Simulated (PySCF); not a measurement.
**Circular dichroism: `CS[C@@]1(F)CC[S@@]1=O`, C4H7FOS2**

Geometry:
| atom | x (Å) | y (Å) | z (Å) |
| --- | --- | --- | --- |
| C1 | 2.606 | -0.428 | 0.073 |
| S2 | 1.575 | 1.001 | 0.489 |
| C3 | -0.006 | 0.205 | 0.344 |
| F4 | -0.107 | -0.896 | 1.137 |
| C5 | -1.258 | 1.064 | 0.447 |
| C6 | -2.091 | 0.207 | -0.506 |
| S7 | -0.559 | -0.365 | -1.397 |
| O8 | -0.498 | -1.852 | -1.516 |
| H9 | 3.628 | -0.055 | -0.073 |
| H10 | 2.254 | -0.903 | -0.854 |
| H11 | 2.593 | -1.163 | 0.888 |
| H12 | -1.638 | 1.163 | 1.474 |
| H13 | -1.066 | 2.068 | 0.042 |
| H14 | -2.495 | -0.693 | -0.020 |
| H15 | -2.847 | 0.691 | -1.138 |

Method: PySCF 2.14.0, TDDFT wB97X-D/aug-cc-pVDZ circular dichroism and optical rotation, one conformer, gas phase. Geometry: PBE0-D3(BJ)/def2-SVP.

The molecule is flexible and this is one conformer; a measurement averages over conformers.

(1) Assign R or S to each stereocentre.

(2) List the lowest 12 singlet excitations with oscillator and rotatory strengths.

Answers

(1) C3 S, S7 S.

(2) Rotatory strengths R in 10⁻⁴⁰ esu² cm², velocity form and length form (origin at the centre of mass); f in length form.
| state | E (eV) | λ (nm) | f | R (velocity) | R (length) | main |
| --- | --- | --- | --- | --- | --- | --- |
| 1 | 5.19 | 239 | 0.038 | -13.0 | -12.5 | HOMO→LUMO+2 0.22, HOMO→LUMO+4 0.20 |
| 2 | 5.46 | 227 | 0.009 | +32.2 | +31.8 | HOMO−1→LUMO+1 0.18, HOMO→LUMO+1 0.18 |
| 3 | 5.60 | 221 | 0.003 | -16.9 | -17.2 | HOMO→LUMO+9 0.15, HOMO→LUMO+4 0.12 |
| 4 | 6.16 | 201 | 0.016 | +15.2 | +15.3 | HOMO→LUMO+9 0.19, HOMO−1→LUMO+4 0.13 |
| 5 | 6.23 | 199 | 0.009 | +7.2 | +7.3 | HOMO−1→LUMO+9 0.19 |
| 6 | 6.38 | 194 | 0.051 | -4.0 | -3.8 | HOMO→LUMO 0.52, HOMO→LUMO+2 0.12 |
| 7 | 6.54 | 190 | 0.0003 | +0.6 | +1.6 | HOMO−1→LUMO 0.17, HOMO−1→LUMO+1 0.12 |
| 8 | 6.67 | 186 | 0.031 | -4.3 | -4.9 | HOMO−1→LUMO 0.32, HOMO−1→LUMO+1 0.11 |
| 9 | 6.93 | 179 | 0.011 | +11.4 | +12.1 | HOMO−2→LUMO+4 0.18, HOMO→LUMO+3 0.16 |
| 10 | 7.00 | 177 | 0.031 | +1.9 | +2.1 | HOMO−1→LUMO 0.14, HOMO→LUMO+8 0.11 |
| 11 | 7.09 | 175 | 0.021 | -20.9 | -21.1 | HOMO→LUMO+3 0.31, HOMO→LUMO+4 0.11 |
| 12 | 7.22 | 172 | 0.009 | +9.1 | +8.9 | HOMO−1→LUMO+3 0.18, HOMO→LUMO+2 0.14 |

Among the states computed, the strongest CD band (largest |R|) is state 2. The largest dissymmetry factor in size, g = 4R/(D+G), with D and G the electric and magnetic dipole strengths, is -0.069 for state 3 (velocity form, f = 0.002), among bands with |R| over 0.5. The mirror image has the same energies and oscillator strengths and all R with the opposite sign.
